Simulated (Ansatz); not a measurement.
Species: C3H7Br, charge 0, singlet. C3H7Br (SMILES C(Br)(C)C).
B3LYP-D3(BJ)/def2-TZVP minimum from Ansatz (a program for electronic structure):
```
C
H 1 1.0876
C 1 1.5140 2 110.85
H 3 1.0888 1 111.59 2 -54.60
H 3 1.0906 4 108.52 1 122.53
H 3 1.0941 4 108.39 5 117.31
C 1 1.5140 2 110.85 3 127.44
H 7 1.0888 1 111.59 2 54.60
H 7 1.0906 8 108.52 1 -122.53
H 7 1.0941 8 108.39 9 -117.31
Br 1 1.9990 2 102.52 7 116.28
```
Charge 0, spin multiplicity 1.

Total energies in hartree (Ansatz). Open shells are spin-unrestricted; no spin-orbit coupling. Correlated methods leave the cores frozen (noble-gas shells, and filled d and f shells in the p block). No relativity. For partners of very few electrons the exact lower level stands in for a higher one. Spin-orbit terms, left out, reach several kcal/mol for Br and I, and more for heavier atoms.

```csv
species,HF/cc-pVTZ,CCSD(T)/cc-pVTZ,HF/cc-pVQZ,CCSD(T)/cc-pVQZ,CCSD(T)/cc-pVDZ,CCSDT(Q)/cc-pVDZ
1: C3H7Br (SMILES CC(C)Br),-2690.19234,-2690.96582,-2690.20280,-2691.02326,-2690.70399,-2690.70593
2: C (triplet),-37.69157,-37.78076,-37.69331,-37.78654,-37.76038,-37.76071
3: Br (doublet),-2572.44509,-2572.60263,-2572.44802,-2572.62195,-2572.47590,-2572.47619
4: H (doublet),-0.49981,-0.49981,-0.49995,-0.49995,-0.49928,-0.49928
```

**Question.** Work out the atomisation energy (electronic, to ground-state atoms) in kJ/mol: take Hartree-Fock from cc-pVQZ, extrapolate the CCSD(T) correlation energy as X^-3 (X = 3, 4), and add CCSDT(Q) - CCSD(T) in cc-pVDZ. 1 hartree = 2625.5 kJ/mol.

**Answer.** 
Species 1: correlation (64·(-0.82046) - 27·(-0.77348))/37 = -0.85474; step -0.00194; E1 = -2690.20280 + (-0.85474) + (-0.00194) = -2691.05948
Species 2: correlation (64·(-0.09323) - 27·(-0.08919))/37 = -0.09618; step -0.00033; E2 = -37.69331 + (-0.09618) + (-0.00033) = -37.78982
Species 3: correlation (64·(-0.17393) - 27·(-0.15754))/37 = -0.18589; step -0.00029; E3 = -2572.44802 + (-0.18589) + (-0.00029) = -2572.63420
Species 4: correlation (64·(0.00000) - 27·(0.00000))/37 = 0.00000; step +0.00000; E4 = -0.49995 + (0.00000) + (+0.00000) = -0.49995
-1·E1 +3·E2 +1·E3 +7·E4 = 1.55617 hartree = 4085.7 kJ/mol.
